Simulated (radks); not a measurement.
The numbers below are computed, except where a source is named.
Excited configurations of Ga XIII: one electron is placed in a higher orbital outside [Ar]. The ground configuration is [Ar] 3d1. Code: a radial shooting solver on a logarithmic mesh with Libxc functionals. Model: scalar-relativistic Kohn-Sham, r2SCAN, spin-unpolarised, spherical densities, finite nucleus; meta-GGA in the generalised Kohn-Sham scheme; Fermi nuclear charge, rms radius 3.9973 fm. Excitation = E - E(ground); binding = E(ion) - E, where the ion is the core of charge +13; n* = 13/sqrt(2 binding) in atomic units. These energies are relativistic, and a one-electron ion of charge +13 with no core already has n* below n in this formula (scalar-relativistic equation, point nucleus: 5s 4.996, 5f 4.999, 6s 5.996, 6f 5.999, 7s 6.996, 7p 6.997, 7d 6.999). The quantum defect is therefore taken as that value minus n*, so that it holds no relativistic shift of the bare ion.

outer orbital,excitation (eV),binding (eV),n*,quantum defect
5s,227.92,127.32,4.250,0.747
5f,259.40,95.832,4.898,0.101
6s,271.79,83.445,5.249,0.747
6f,288.80,66.433,5.883,0.116
7s,296.34,58.897,6.248,0.748
7p,299.25,55.983,6.409,0.589
7d,303.38,51.855,6.659,0.340

The Delta-SCF ionisation energy is 355.24 eV (NIST Atomic Spectra Database: 356 eV, theoretical). Self-interaction in the functional shifts the binding energies and quantum defects, so they are the method's values and not measured ones. Spin polarisation and multiplet splitting are left out, so open shells lie too high by an amount that depends on their filling.

Beside tabulated values, note that spin-unpolarised runs miss the spin-polarisation part of the exchange energy of open shells.
